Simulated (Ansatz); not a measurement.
Species: CH2Cl, charge 1, singlet. CH2Cl+ (parent SMILES [CH2]Cl, singlet).
B3LYP-D3(BJ)/def2-TZVP minimum from Ansatz (a first-principles code):
```
C
H 1 1.0896
H 1 1.0896 2 121.41
Cl 1 1.5938 2 119.29 3 180.00
```
Charge +1, spin multiplicity 1.

Total energies in aug-cc-pV(D+d)Z, 12 correlated electrons, 6 frozen orbitals. Open shells are spin-unrestricted; no spin-orbit coupling. Correlated methods leave the cores frozen. No relativity. The T1 diagnostic of CH2Cl+ (parent SMILES [CH2]Cl, singlet) reaches 0.026 in the sets run. The spin of CH2Cl+ (parent SMILES [CH2]Cl, singlet) was assumed, and the state is the lowest solution found for it.

| method | program | energy (Eh) | minus CCSDT(Q) (mEh) |
|---|---|---|---|
| HF | Ansatz | -498.18459 | 311.61 |
| MP2 | Ansatz | -498.45382 | 42.38 |
| CCSD | Ansatz | -498.48329 | 12.91 |
| CCSD(T) | Ansatz | -498.49459 | 1.61 |
| CCSDT(Q) | Ansatz | -498.49620 | 0.00 |

Rough core times of Ansatz's runs on a shared machine: CCSD(T) under 20 s, CCSDT(Q) 2 min.
